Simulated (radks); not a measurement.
The praseodymium ion Pr7+, configuration [Kr] 4d10 4f1 5s2 5p3.

Calculated with a radial shooting solver on a logarithmic mesh with Libxc functionals: scalar-relativistic Kohn-Sham, r2SCAN, spin-polarised, spherical densities, finite nucleus; open shells are filled with parallel spins first (spin-orbit coupling, left out, can overturn this in heavy ions); meta-GGA in the generalised Kohn-Sham scheme; Fermi nuclear charge, rms radius 4.8919 fm.

Energy parts (eV):
total: -251059.22
kinetic: 266664.62
electron-nucleus: -603792.48
Hartree: 91862.68
exchange-correlation: -5794.04

Orbitals (lengths in bohr, moments of r in powers of bohr; r(90%) holds 90 % of the orbital's charge):
| orbital | occ. | eigenvalue (eV) | r(90%) |
|---|---|---|---|
| 1s up | 1 | -41983.26 | 0.0435 |
| 1s down | 1 | -41982.84 | 0.0435 |
| 2s up | 1 | -6860.344 | 0.159 |
| 2s down | 1 | -6860.273 | 0.159 |
| 2p up | 3 | -6146.005 | 0.147 |
| 2p down | 3 | -6145.734 | 0.147 |
| 3s up | 1 | -1569.780 | 0.399 |
| 3s down | 1 | -1569.156 | 0.399 |
| 3p up | 3 | -1342.265 | 0.404 |
| 3p down | 3 | -1341.558 | 0.404 |
| 3d up | 5 | -1022.962 | 0.386 |
| 3d down | 5 | -1022.323 | 0.386 |
| 4s up | 1 | -396.6775 | 0.887 |
| 4s down | 1 | -394.8837 | 0.888 |
| 4p up | 3 | -321.3342 | 0.948 |
| 4p down | 3 | -319.5576 | 0.947 |
| 4d up | 5 | -213.0209 | 1.07 |
| 4d down | 5 | -211.0485 | 1.06 |
| 4f up | 1 | -96.8692 | 1.43 |
| 4f down | 0 | -94.0267 | 1.39 |
| 5s up | 1 | -127.7228 | 1.93 |
| 5s down | 1 | -121.7480 | 1.93 |
| 5p up | 3 | -105.6377 | 2.12 |
| 5p down | 0 | -99.5642 | 2.12 |
| 5d up | 0 | -74.1237 | 2.52 |
| 5d down | 0 | -67.7924 | 2.46 |
| 6s up | 0 | -56.7371 | 3.62 |

The highest occupied level is 4f up at -96.869 eV. The configuration is held as typed, so some empty levels lie below it. The density falls to 0.001 e/bohr^3 at r = 2.88 bohr. Spin moment in Bohr magnetons: 4. For comparison, the ionisation energy in NIST's Atomic Spectra Database is 112 eV (theoretical). In exact Kohn-Sham theory the highest level is minus the ionisation energy, but local and semilocal functionals leave it too shallow, through self-interaction and a potential that decays too fast; potentials with the right tail come closer.
